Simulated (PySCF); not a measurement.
# Mg⁺: excitation energy

Mg⁺ [Ne] 3s1 (2S) → Mg⁺ [Ne] 3d1 (2D), as a difference of total energies. All numbers are calculated (PySCF 2.14, the spin-free X2C one-electron Hamiltonian (Gaussian nucleus), in x2c-TZVPPall with one added diffuse shell each of s, p, d type (6s5p4d, 41 functions)). Correlated levels: valence and next inner shell: 1s2 frozen. The calculations carry no spin-orbit coupling.

```json
{"method": "UHF", "excitation energy (eV)": "8.682", "error (eV)": "-0.182"}
{"method": "LDA", "excitation energy (eV)": "8.746", "error (eV)": "-0.118"}
{"method": "PBE", "excitation energy (eV)": "8.478", "error (eV)": "-0.386"}
{"method": "PBE0", "excitation energy (eV)": "8.551", "error (eV)": "-0.313"}
{"method": "r2SCAN", "excitation energy (eV)": "8.499", "error (eV)": "-0.365"}
{"method": "BLYP", "excitation energy (eV)": "8.525", "error (eV)": "-0.339"}
{"method": "BHandHLYP", "excitation energy (eV)": "8.769", "error (eV)": "-0.095"}
{"method": "B97-3", "excitation energy (eV)": "8.308", "error (eV)": "-0.556"}
{"method": "B3LYP", "excitation energy (eV)": "8.636", "error (eV)": "-0.228"}
{"method": "MP2 (valence and next inner shell)", "excitation energy (eV)": "8.830", "error (eV)": "-0.034"}
{"method": "SCS-MP2 (valence and next inner shell)", "excitation energy (eV)": "8.797", "error (eV)": "-0.067"}
```

Reference: 8.864 eV (measured; NIST levels, between the centres of gravity of the two terms).

Errors of the correlated levels include the incompleteness of this basis and the frozen core.
